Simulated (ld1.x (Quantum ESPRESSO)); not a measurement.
**Pd (Z = 46): one change to a TM potential, before and after**

palladium (Pd), norm-conserving Troullier–Martins (Kleinman–Bylander form), made with ld1.x (Quantum ESPRESSO) 7.5 (LDA (PZ), non-relativistic). Core [Ar] 3d10, reference 4s2 4p6 4d10 5s0. Waves: 4p (bound): rc 1.15 bohr; 4d (bound): rc 1.75 bohr; 4s (bound): rc 1.05 bohr. Local part: the s channel. Core correction: Bessel-smoothed model core inside 0.65 bohr.

Change: wave 4p (bound): rc 1.15 bohr becomes 4p (bound): rc 1.44 bohr.

Cutoffs: the cutoffs (Ry, on a coarse ladder) from which the occupation-weighted sum of valence levels, in a spherical-Bessel basis at the reference potential, stays within 10 and 1 mRy of its value at 400 Ry; they do not see the model core or the augmentation charge, which bear on the density cutoff. Errors are all-electron minus pseudo energies relative to the spin-unpolarised reference configuration.

Problem. Predict the effect on cutoff, ghosts and configuration errors.

Solution. The potential gets softer (140 Ry and 230 Ry → 120 Ry and 230 Ry); of the 9 tests that both files solve, the error grows in 1 and shrinks in 0 by more than 15 % and 0.3 meV (median size 13.3 → 17.2 meV); neither file shows a bound ghost. A larger radius leaves more room for a smooth pseudo-wave, so fewer plane waves are needed.

```tsv
quantity	base	changed
cutoff, loose	140 Ry	120 Ry
cutoff, tight	230 Ry	230 Ry
loose cutoff by channel (10 mRy a level)	p 70 Ry, d 50 Ry, s 110 Ry	p 30 Ry, d 50 Ry, s 110 Ry
bound ghosts	none	none
error for 4s2 4p6 4d9 5s0, meV [ΔE 9.53 eV]	+0.1	0.0
error for 4s2 4p6 4d8 5s0, meV [ΔE 30.90 eV]	+2.5	+2.6
error for 4s2 4p6 4d7 5s0, meV [ΔE 65.92 eV]	+15	+17
error for 4s2 4p6 4d9.5 5s0, meV [ΔE 3.42 eV]	-0.1	-0.1
error for 4s2 4p5 4d10 5s0, meV [ΔE 55.43 eV]	-13	-30
error for 4s2 4p6 4d9 5s1, meV [ΔE 2.13 eV]	+79	+78
error for 4s2 4p6 4d8 5s1, meV [ΔE 14.97 eV]	+134	+134
error for 4s2 4p6 4d9 5s0 (spin-polarised), meV [ΔE 9.38 eV]	+4.7	+5.3
error for 4s2 4p6 4d8 5s0 (spin-polarised), meV [ΔE 30.26 eV]	+24	+27
s: phases at 1.90 bohr within 0.05 rad from the reference energy up to (Ry; the scan ends near 5)	0.9	0.9
p: phases at 1.90 bohr within 0.05 rad from the reference energy up to (Ry; the scan ends near 5)	2.2	1.7
d: phases at 1.90 bohr within 0.05 rad from the reference energy up to (Ry; the scan ends near 5)	to the end of the scan	to the end of the scan
```
